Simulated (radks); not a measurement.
Effect of the nuclear size on neutral europium, [Xe] 4f7 6s2. Calculated with a radial shooting solver on a logarithmic mesh with Libxc functionals: Dirac Kohn-Sham, BLYP, spin-unpolarised, spherical densities, finite nucleus; open shells are shared between the two j in proportion to 2j + 1; Fermi nuclear charge, rms radius 5.1115 fm. The rms radius is varied about that value; shifts are against it.

| rms radius (fm) | total energy shift (eV) | density at nucleus (e/bohr^3) | 1s1/2 shift (meV) | 2s1/2 shift (meV) | 5s1/2 shift (meV) | 5p1/2 shift (meV) | 6s1/2 shift (meV) | 4f7/2 shift (meV) | 6p1/2 (empty) shift (meV) |
|---|---|---|---|---|---|---|---|---|---|
| 4.2425 | -5.89 | 6.067e+05 | -2430 | -310 | -2.29 | 0.294 | -0.100 | 0.466 | 0.082 |
| 4.6361 | -3.32 | 5.935e+05 | -1370 | -175 | -1.29 | 0.166 | -0.056 | 0.263 | 0.046 |
| 5.1115 | 0 | 5.794e+05 | 0.000 | 0.000 | 0.000 | 0.000 | 0.000 | 0.000 | 0.000 |
| 5.5664 | 3.41 | 5.673e+05 | 1410 | 180 | 1.33 | -0.170 | 0.058 | -0.270 | -0.048 |
| 6.0111 | 6.95 | 5.566e+05 | 2870 | 366 | 2.70 | -0.347 | 0.118 | -0.550 | -0.097 |

Slopes of the eigenvalues against <r^2> in GHz/fm^2, as finite differences over the two radii next to the reference (eigenvalue slopes, not the field-shift constants of lines): 1s1/2 70800, 2s1/2 9040, 5s1/2 66.7, 5p1/2 -8.56, 6s1/2 2.91, 4f7/2 -13.6, 6p1/2 (empty) -2.39.
